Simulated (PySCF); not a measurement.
Isomers of C2H4B2. Isolated molecules, 0 K electronic values unless said otherwise. One relaxed conformer stands for each flexible species; it need not be the lowest. Strings in code marks are SMILES.

The S1 excitation (TDA) from two functionals at the same geometries (CAM-B3LYP-D3(BJ)/def2-TZVP), both in PySCF: PBE-D3(BJ)/def2-TZVP and CAM-B3LYP-D3(BJ)/def2-TZVP. Excitations are Tamm–Dancoff values on a coarser integration grid. The basis has no diffuse functions, so Rydberg states are missing or too high.

```csv
species,PBE-D3(BJ)/def2-TZVP (eV),CAM-B3LYP-D3(BJ)/def2-TZVP (eV)
`B=C=BC`,4.00,3.86
`C=BB=C`,3.19,3.28
`BBC#C`,3.55,3.92
`CB1B=C1`,4.12,3.96
`BB1C=C1`,4.84,5.26
`BC#CB`,4.19,4.51
```

Over these rows, drawn at random from the members with no instability flagged (it was tested for open shells, ions and some series alone), PBE minus CAM-B3LYP-D3(BJ): mean -0.15 eV, from -0.42 eV to +0.16 eV.
